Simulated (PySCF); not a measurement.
# Dipole moment and polarisability of `C#C[Si@@H](C)NC(=O)[SiH3]`

Species: C4H9NOSi2.
Cartesian coordinates in Å at the GFN2-xTB level; atoms count from 1:
```
atom  x, y, z in Å
C1    -2.8605    1.6499   -1.6632
C2    -2.1184    1.2637   -0.8005
Si3   -0.9935    0.6594    0.5477
C4    -1.7496   -0.8679    1.3796
N5     0.4383    0.2215   -0.3926
C6     1.5307   -0.1646    0.2949
O7     1.4747   -0.1995    1.5158
Si8    3.1325   -0.6645   -0.6253
H9    -3.5069    1.9911   -2.4205
H10   -0.6564    1.7606    1.4471
H11   -1.0787   -1.2640    2.1356
H12   -1.9453   -1.6583    0.6584
H13   -2.6907   -0.6189    1.8609
H14    0.4867    0.2722   -1.3972
H15    2.9655   -0.3394   -2.0474
H16    4.2464    0.0755   -0.0418
H17    3.3181   -2.1049   -0.4612
```

Level: B3LYP/def2-SVPD (PySCF), static field, nuclei fixed, core orbitals frozen in the response. The polarisability tensor in these axes (au):

```
x   130.91 -14.31   5.86
y   -14.31  93.64  -8.92
z     5.86  -8.92 108.68
```

Give the principal values, the mean and the anisotropy Δα = √{½[(α1 − α2)² + (α2 − α3)² + (α1 − α3)²]}.

Principal values 86.69, 108.31 and 138.24 au; mean 111.08 au = 16.46 Å³ = 18.31 × 10⁻⁴⁰ C²·m²/J; Δα = 44.84 au (40 % of the mean).

What is the dipole moment, and where does it point?

(-0.83, -0.11, -2.81) D, 2.93 D in size, pointing from the negative to the positive side. Measured along this direction, the outermost atoms are O7 at the negative end and H9 at the positive end.

Directions of the eigenvectors, and the extent of the frame along each?

Largest value along (0.90, -0.34, 0.28), where the nuclei span 8.27 Å; middle along (-0.36, -0.20, 0.91), 5.66 Å; least along (0.26, 0.92, 0.30), 3.71 Å. The response follows the extents in order.

Estimate the molar refractivity from the static electronic polarisability.

Lorentz–Lorenz: R = (4π/3)N_A α = 2.5225 cm³/(mol·Å³) × 16.46 Å³ = 41.5 cm³/mol, in the limit of long wavelengths.

Rayleigh depolarisation ratio (linearly polarised light, static tensor)?

ρ = 3Δα²/(45ᾱ² + 4Δα²) = 6031.9/(555209 + 8042.5) = 0.0107.

In a dilute gas of rigid molecules at 298 K, how does the orientational term μ²/3kT compare with the electronic polarisability?

In Gaussian units μ²/3kT = 69.67 Å³ against 16.46 Å³, a ratio of 4.23; the Debye molar polarisation (4π/3)N_A(α + μ²/3kT) is 217.3 cm³/mol, leaving out the vibrational part.

One conformer (not necessarily the lowest) at the GFN2-xTB geometry, without solvent, vibrations or thermal averaging.

The run behind these numbers computed excited states as well. On one thread, Arm Neoverse N1 (aarch64), shared host with 64 logical CPUs at a one-minute load of 62, this took 1.7 min wall and 0.96 GiB of memory at its peak.
